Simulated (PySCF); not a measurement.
Level of theory: r2SCAN/[I def2-TZVP with ECP28, H def2-TZVP], scalar-relativistic core potentials, density fitting, no spin–orbit coupling, PySCF.

```xyz
8
charge 0 multiplicity 1, angstrom
I     0.0000    0.0000    0.0000
H     0.0004   -0.0003    1.7793
H     1.0458    1.3477    0.0000
H    -1.3368    1.0373    0.5503
H    -1.0458   -1.3477    0.0000
H     1.3370   -1.0375    0.5494
H     0.8259   -0.6409   -1.4398
H    -0.8266    0.6414   -1.4392
```

IH₇ (singlet), along the line from I1 (at 0) through H2 (at 1.779 Å). Core electrons replaced by a potential are absent, the electrostatic potential uses the reduced nuclear charge, and values within about 0.7 Å of such atoms have no physical meaning.

Task: Tabulate the fields along this line at 0.80, 0.98, 1.16, 1.33, 1.51, 1.69, 1.96, 2.14, 2.31, 2.49, 2.67, 2.85 Å.

Result: 
```tsv
distance (Å)	electron density (e/Å³)	electron localisation function	electrostatic potential (V)
0.80	1.38	0.223	41.7
0.98	0.916	0.54	22.2
1.16	0.849	0.869	13.4
1.33	0.968	0.973	13.3
1.51	1.34	0.996	28.2
1.69	2.13	1	132
1.96	1.32	1	52.4
2.14	0.619	0.999	15.6
2.31	0.298	0.999	5.76
2.49	0.147	0.998	2.13
2.67	0.0759	0.998	0.669
2.85	0.0405	0.996	0.0595
```

On a grid of 0.09 Å the density has a local minimum along the bond near 1.16 Å from I, at 0.85 e/Å³, where the ELF is 0.87.
